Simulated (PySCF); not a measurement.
C4H8FPSi.
SMILES with atom numbers: `[CH3:1][SiH:2]([CH3:3])[P:4]1[CH:5]=[C:6]1[F:7]` (hydrogens: H8, H9, H10 on C1; H11 on Si2; H12, H13, H14 on C3; H15 on C5)

Structure used (PBE0-D3(BJ)/def2-SVP), in Å, numbered top down from 1:
```xyz
15
C4H8FPSi angstrom
C     -0.545    1.069    0.983
Si    -0.712    0.067   -0.599
C     -1.795   -1.454   -0.359
P      1.367   -0.642   -1.304
C      2.493    0.740   -0.659
C      2.361   -0.246    0.171
F      2.741   -0.677    1.343
H     -1.530    1.414    1.335
H      0.091    1.953    0.822
H     -0.087    0.463    1.780
H     -1.296    0.920   -1.688
H     -1.385   -2.104    0.430
H     -1.857   -2.044   -1.286
H     -2.819   -1.168   -0.069
H      2.950    1.693   -0.908
```

Mulliken charges (e) from the PBE0/pcSseg-1 density (PySCF), one withheld:

| atom | bonded to | charge |
| --- | --- | --- |
| C1 | Si2 H8 H9 H10 | -0.6272 |
| Si2 | C1 C3 P4 H11 | +0.5815 |
| C3 | Si2 H12 H13 H14 | -0.6230 |
| P4 | Si2 C5 C6 | ? |
| C5 | P4 C6 H15 | -0.2846 |
| C6 | C5 F7 P4 | +0.1463 |
| F7 | C6 | -0.2080 |
| H8 | C1 | +0.1502 |
| H9 | C1 | +0.1499 |
| H10 | C1 | +0.1505 |
| H11 | Si2 | -0.0584 |
| H12 | C3 | +0.1460 |
| H13 | C3 | +0.1491 |
| H14 | C3 | +0.1466 |
| H15 | C5 | +0.1244 |

Question: What is the charge on P4?

Answer: The charges add up to the total charge, 0. The others sum to -0.0567, which leaves +0.0567 e for P4 (three-coordinate phosphorus); the computed value is +0.0568, the difference coming from rounding.

Question: Add each hydrogen's charge to the atom that carries it.

Answer: C1 -0.1766, Si2 +0.5231, C3 -0.1813, C5 -0.1602. Atoms without hydrogen keep their charges.

Question: Across which bond do the charges differ most?

Answer: Si2–C1: +0.5815 on Si2 against -0.6272 on C1, a difference of 1.2087 e. The lower charge is on the more electronegative element of the two (Pauling values: C 2.55, Si 1.90).

Question: Take the bonds between elements whose Pauling electronegativities differ by more than 0.25. In how many does the more electronegative atom carry the lower charge?

Answer: In 13 of 14; it doesn't in P4–C6.

Question: How much positive and how much negative charge does this set hold in all?

Answer: +1.8013 e on 10 atoms and -1.8012 e on 5.

The Mulliken scheme counts on each atom the diagonal of the density matrix times the overlap matrix over that atom's basis functions. The structure is a single PBE0-D3(BJ)/def2-SVP conformer in the gas phase; no vibrational or solvent corrections.

The run behind these numbers computed NMR shieldings as well. On one thread of an Arm Neoverse V2, shared host with 96 logical CPUs at a one-minute load of 50, this took 22 s and 0.82 GiB of memory at its peak.
